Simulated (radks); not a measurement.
Numerical settings for the promethium ion Pm2+, [Xe] 4f5. Calculated with a radial shooting solver on a logarithmic mesh with Libxc functionals: scalar-relativistic Kohn-Sham, BLYP, spin-polarised, spherical densities, point nucleus; open shells are filled with parallel spins first (spin-orbit coupling, left out, can overturn this in heavy ions). The defaults (mesh step 0.008 in ln r, mesh end at 40 bohr or more with all orbitals vanishing there, Anderson mixing 0.5 over 9 steps, residual threshold near 1e-9 with the energy settled to 1e-9 hartree or 1e-11 of itself, here a cap of 67 iterations) give E = -10020.8760 hartree and 4f at -16.105 eV in 15 iterations. Run on one thread of a shared host, so times are rough (Arm Neoverse V2): 0.26 s of CPU time, 0.26 s wall, 15 iterations on 2541 mesh points. Changes against that run (0 stands for a change within the tolerance of the run):

[
 {"setting": "mesh step in ln r 0.2", "iterations": "4", "converged": "no", "E (mhartree)": "diverged", "e(4f) (meV)": "-", "CPU (s)": "0.01"},
 {"setting": "mesh step in ln r 0.08", "iterations": "4", "converged": "no", "E (mhartree)": "diverged", "e(4f) (meV)": "-", "CPU (s)": "0.04"},
 {"setting": "mesh step in ln r 0.02", "iterations": "15", "converged": "yes", "E (mhartree)": "+0.000494", "e(4f) (meV)": "0", "CPU (s)": "0.11"},
 {"setting": "mesh end (bohr) 12", "iterations": "15", "converged": "yes", "E (mhartree)": "0", "e(4f) (meV)": "0", "CPU (s)": "0.25"},
 {"setting": "mesh end (bohr) 2", "iterations": "14", "converged": "level above zero", "E (mhartree)": "+1.01e+04", "e(4f) (meV)": "+4.39e+04", "CPU (s)": "0.37"},
 {"setting": "residual threshold 0.1", "iterations": "9", "converged": "yes", "E (mhartree)": "0", "e(4f) (meV)": "+15.2", "CPU (s)": "0.18"},
 {"setting": "residual threshold 0.001", "iterations": "9", "converged": "yes", "E (mhartree)": "0", "e(4f) (meV)": "+15.2", "CPU (s)": "0.18"},
 {"setting": "mixing 1", "iterations": "12", "converged": "yes", "E (mhartree)": "0", "e(4f) (meV)": "0", "CPU (s)": "0.21"},
 {"setting": "linear mixing, mixing 0.5", "iterations": "30", "converged": "yes", "E (mhartree)": "0", "e(4f) (meV)": "0", "CPU (s)": "0.42"},
 {"setting": "linear mixing, mixing 0.05", "iterations": "67", "converged": "no", "E (mhartree)": "-0.529", "e(4f) (meV)": "-308", "CPU (s)": "1.1"},
 {"setting": "mixing history 2", "iterations": "23", "converged": "yes", "E (mhartree)": "0", "e(4f) (meV)": "0", "CPU (s)": "0.35"},
 {"setting": "iteration cap 5", "iterations": "5", "converged": "no", "E (mhartree)": "+3.52", "e(4f) (meV)": "-174", "CPU (s)": "0.11"}
]

Settled on a wrong energy, with an occupied level pushed above zero by the early mesh end: mesh end (bohr) 2 (+10.1 hartree). Apart from these: no run marked as converged misses the energy by more than 1 mhartree. A mesh that ends early acts as a hard wall.
